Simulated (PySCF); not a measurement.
Sn(Me)4, SMILES [CH3][Sn]([CH3])([CH3])[CH3], singlet, GFN2-xTB optimised geometry.

```
17

C      1.81    -0.80     0.00
Sn    -0.38    -0.80     0.00
C     -1.11     1.27     0.00
C     -1.11    -1.83    -1.79
C     -1.12    -1.83     1.79
H      2.19    -0.25    -0.86
H      2.19    -1.81    -0.04
H      2.19    -0.33     0.90
H     -2.19     1.29     0.05
H     -0.80     1.78    -0.90
H     -0.72     1.81     0.85
H     -0.73    -1.35    -2.69
H     -0.79    -2.87    -1.79
H     -2.20    -1.81    -1.83
H     -0.75    -2.85     1.82
H     -0.78    -1.32     2.69
H     -2.20    -1.86     1.79
```

Density from CAM-B3LYP/def2-SVP, def2 effective core potentials past Kr (PySCF) at that geometry. The core electrons that the potentials of Sn replace are not part of the density.

Minimum of the electron density along straight lines between bonded atoms, close to the bond critical point (lines longer than 1.1 times the sum of covalent radii, or with two minima, are not listed):

| bond | length / Å | ρ at the minimum / e bohr⁻³ | ∇²ρ there / e bohr⁻⁵ | position (fraction from the first atom) |
|---|---|---|---|---|
| C1–Sn2 | 2.194 | 0.094 | 0.14 | 0.50 |
| Sn2–C3 | 2.194 | 0.094 | 0.14 | 0.50 |
| Sn2–C4 | 2.194 | 0.094 | 0.14 | 0.50 |
| Sn2–C5 | 2.194 | 0.094 | 0.14 | 0.50 |
| C1–H6 | 1.084 | 0.274 | -1.00 | 0.63 |
| C1–H7 | 1.084 | 0.274 | -1.00 | 0.63 |
| C1–H8 | 1.084 | 0.274 | -1.00 | 0.63 |
| C3–H9 | 1.084 | 0.274 | -1.00 | 0.63 |
| C3–H10 | 1.084 | 0.274 | -1.00 | 0.63 |
| C3–H11 | 1.084 | 0.274 | -1.00 | 0.63 |
| C4–H12 | 1.084 | 0.274 | -1.00 | 0.63 |
| C4–H13 | 1.084 | 0.274 | -1.00 | 0.63 |
| C4–H14 | 1.084 | 0.274 | -1.00 | 0.63 |
| C5–H15 | 1.084 | 0.274 | -1.00 | 0.63 |
| C5–H16 | 1.084 | 0.274 | -1.00 | 0.63 |
| C5–H17 | 1.084 | 0.274 | -1.00 | 0.63 |
